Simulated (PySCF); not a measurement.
Electron correlation in As⁺ (arsenic, charge +1)

[Ar] 3d10 4s2 4p2, high-spin 3P determinant. All numbers are calculated (PySCF 2.14, no relativity, point nucleus, in def2-TZVP). Frozen: [Ar] 3d10; 4 electrons correlated.

MP2 pair energies summed by pair of shells (mhartree):

| pair | energy | share (%) |
| --- | --- | --- |
| 4s-4p | -33.57 | 61.9 |
| 4s-4s | -15.40 | 28.4 |
| 4p-4p | -5.29 | 9.7 |

Total MP2 correlation energy: -54.25 mhartree.

Same-spin part -8.94 and opposite-spin part -45.32 mhartree; SCS-MP2 scales them by 1/3 and 6/5 to -57.36 mhartree.

| level | correlation energy (mhartree) |
| --- | --- |
| CCSD | -69.78 |
| (T) | -1.70 |
| CCSD(T) | -71.48 |

Diagnostics: T1 = 0.0076, D1 = 0.0203, largest double amplitude 0.096.

Question: Is a single reference adequate?

Answer: Mostly. T1 lies below 0.03, but a double amplitude of this size points to a near-degeneracy that CCSD handles and MP2 describes poorly.
